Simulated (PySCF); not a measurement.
**Where the electron goes**

Compound: C₄H₇GaO₃S.
SMILES with atom numbers: `[CH3:1][S@@:2](=[O:3])[C:4]1=[CH:5][O:6][GaH2-:7][O+:8]=[CH:9]1` (hydrogens: H10, H11, H12 on C1; H13 on C5; H14, H15 on Ga7; H16 on C9)

Structure used (PBE0-D3(BJ)/def2-SVP), in Å, numbered top down from 1:
```xyz
16
C4H7GaO3S angstrom
C      3.2107   -0.2476    0.7688
S      2.6160    1.1861   -0.1715
O      2.6615    0.7529   -1.6109
C      0.8856    1.1114    0.3195
C      0.4395    1.9181    1.3709
O     -0.7420    2.0018    1.7995
Ga    -2.2621    0.9273    1.1418
O     -1.2210    0.2756   -0.3967
C      0.0228    0.4091   -0.5384
H      4.2698   -0.3735    0.5031
H      2.6337   -1.1282    0.4530
H      3.1039   -0.0669    1.8479
H      1.1854    2.5630    1.8757
H     -2.3959   -0.2822    2.1207
H     -3.3234    1.9302    0.6011
H      0.4875   -0.0338   -1.4384
```

Theory: TDDFT CAM-B3LYP/def2-SVPD, vertical, gas phase, core orbitals frozen in the response (PySCF 2.14.0, density-fitted response routines). The CAM-B3LYP/def2-SVPD calculation is non-relativistic and has no spin–orbit coupling, an omission that weighs most on gallium.

Frontier orbitals with the atoms that hold most of them (Löwdin shares over 4%, at most four atoms; ? is withheld):

```tsv
orbital	ε (eV)	atoms
LUMO+2	0.94	Ga7 25%, S2 23%, O6 8%, O8 6%
LUMO+1	0.72	Ga7 33%, S2 14%, C5 8%, C1 7%
LUMO	-1.48	?
HOMO	-8.34	O3 36%, S2 24%, C4 12%, C1 7%
HOMO-1	-9.26	?
HOMO-2	-9.72	O3 62%, S2 11%, C1 8%, C4 7%
HOMO-3	-10.30	Ga7 26%, H14 18%, H15 16%, C4 10%
```

(1) Which atoms hold the HOMO-1, and with what shares?

(2) Give the leading atoms of the LUMO.

(3) How does S1 compare with the orbital gap of 6.86 eV?

(4) One configuration dominates each of S1 and S4. Which, and how do the shares of the two leading atoms of either orbital change from the occupied to the empty one?

Results:

(1) O3 (bonded to S) 19%; C4 (bonded to 2 C and S) 18%; O6 (bonded to C and Ga) 11%; O8 (bonded to C and Ga) 10%. By element: oxygen 40%, carbon 18% or more.

(2) C9 (bonded to C, O and H) 25%; C5 (bonded to C, O and H) 24%; O8 (bonded to C and Ga) 16%; O6 (bonded to C and Ga) 15%. By element: carbon 49% or more, oxygen 31% or more.

(3) S1 is at 3.92 eV (f = 0.024), 2.94 eV below the gap, made of HOMO→LUMO (93%). Without the coupling terms of the response equations the lowest excitation would equal the gap.

(4) 
- S1 (3.92 eV, f 0.024), HOMO→LUMO (93%): O3 36% → at most 16%, S2 24% → at most 16%, C9 at most 7% → 25%, C5 at most 7% → 24%
- S4 (5.27 eV, f 0.0031), HOMO-2→LUMO (83%): O3 62% → at most 16%, S2 11% → at most 16%, C9 at most 8% → 25%, C5 at most 8% → 24%

One conformer stands for the species.
